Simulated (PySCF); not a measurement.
A ladder of Hamiltonians for Tl⁶⁹⁺ (thallium, charge +69)

Occupied: 1s1/2, 2s1/2, 2p1/2, 2p3/2, 3s1/2. Hartree-Fock calculated with PySCF 2.14 in an even-tempered Gaussian basis (16 s from 11 bohr⁻², ratio 2.7; 14 p from 13 bohr⁻², ratio 2.7), Gaussian nucleus throughout. NR is non-relativistic, sf-X2C the spin-free one-electron X2C Hamiltonian, X2C adds the bare one-electron spin-orbit term, X2C-SNSO screens it by Boettger's factors, DC is four-component Dirac-Coulomb, and the Gaunt and Breit terms are added at first order (total energies over the DC spinors, levels after relaxing the spinors in that mean field). QED terms are absent. Levels marked empty are virtual spinors of this ion; the basis has s and p functions only, so 3d, which can lie below the n = 4 levels, is absent.

| level (eV) | NR | sf-X2C | X2C | X2C-SNSO |
| --- | --- | --- | --- | --- |
| 1s1/2 | -83695.6 | -92326.4 | -92298.3 | -92299.8 |
| 2s1/2 | -18924.5 | -21424.0 | -21417.0 | -21417.4 |
| 2p1/2 | -18486.2 | -19303.9 | -20892.3 | -20844.1 |
| 2p3/2 | -18486.2 | -19303.9 | -18699.1 | -18713.1 |
| 3s1/2 | -7943.3 | -8733.3 | -8732.1 | -8732.1 |
| 3p1/2 (empty) | -7685.5 | -8014.2 | -8435.8 | -8423.2 |
| 3p3/2 (empty) | -7685.5 | -8014.2 | -7850.6 | -7854.4 |
| 4s1/2 (empty) | -4291.1 | -4607.3 | -4606.9 | -4606.9 |

Q: Where do the four-component calculations put these levels?

A: 1s1/2: DC -92422.3, DC+Gaunt -92098.9, DC+Breit -92120.3; 2s1/2: DC -21435.9, DC+Gaunt -21399.2, DC+Breit -21402.0; 2p1/2: DC -20858.3, DC+Gaunt -20795.0, DC+Breit -20801.0; 2p3/2: DC -18725.3, DC+Gaunt -18684.5, DC+Breit -18690.6; 3s1/2: DC -8736.6, DC+Gaunt -8726.8, DC+Breit -8728.0; 3p1/2 (empty): DC -8426.9, DC+Gaunt -8410.7, DC+Breit -8412.8; 3p3/2 (empty): DC -7857.1, DC+Gaunt -7846.6, DC+Breit -7848.7; 4s1/2 (empty): DC -4608.5, DC+Gaunt -4604.9, DC+Breit -4605.5 (eV).

```
Hamiltonian  E (hartree)  E − E(DC) (hartree)  CPU seconds
         NR  -13014.6533            1190.4679         0.28
     sf-X2C  -14169.8180              35.3032         0.21
        X2C  -14198.7768               6.3445         0.21
   X2C-SNSO  -14197.2263               7.8949         0.21
         DC  -14205.1213               0.0000           10
   DC+Gaunt  -14185.1902              19.9310           17
   DC+Breit  -14186.9223              18.1990           48
```

Weight of the small component: 1s1/2 0.0953, 2s1/2 0.0225, 2p1/2 0.0224, 2p3/2 0.0200, 3s1/2 0.00882, 3p1/2 0.00872, 3p3/2 0.00806, 4s1/2 0.00425.

Koopmans' value for the highest occupied level at DC+Breit: 8728.0 eV, against an ionisation energy of 8730 ± 50 eV (theoretical estimate listed by NIST; NIST Atomic Spectra Database, ionization energies); the former lacks relaxation, correlation, QED and recoil.

The whole ladder took 78 s of wall time on 1 thread of Neoverse-V2 (shared host), launched as `OMP_NUM_THREADS=1 python relrun2.py TASK.json OUT` (a driver that calls PySCF for each Hamiltonian).
